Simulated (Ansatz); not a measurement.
The cluster PSe₂. Charge 0, multiplicity 2. Geometry PBE-D4/def2-TZVP; atoms count from 1.

| atom | x (Å) | y (Å) | z (Å) |
| --- | --- | --- | --- |
| P1 | 1.458 | 0.589 | 0.844 |
| Se2 | 0.364 | -0.402 | -0.707 |
| Se3 | -1.822 | -0.187 | -0.137 |

The charge 0 doublet is spin-contaminated (final ⟨S²⟩ up to 1.27, 0.75 for a pure state). Another isomer (doublet) lies 1.16 eV lower at PBE0-D4/def2-TZVP; other spin states weren't run for this one.

Question: Estimate the Mulliken populations from the PBE0/def2-TZVP orbitals of Ansatz.

Answer: 
```tsv
atom	charge (e)	spin (α − β)
P1	0.08	1.57
Se2	0.11	-0.18
Se3	-0.19	-0.40
```
Mulliken values and Mayer orders depend strongly on the basis.

Question: Where does the spin sit?

Answer: Summed by element: P 1.57, Se -0.57, of 1 unpaired in all. Largest on single atoms: P1 1.57, Se3 -0.40, Se2 -0.18.

Question: And the Mayer bond orders between bonded heavy atoms (over 0.3)?

Answer: P1–Se2 1.48 (2.14 Å); Se2–Se3 1.46 (2.27 Å). Values over 0.3 also appear between atoms too far apart for a bond (P1–Se3 0.31 at 3.51 Å); they arise where an orbital or an unpaired electron spreads over both atoms.
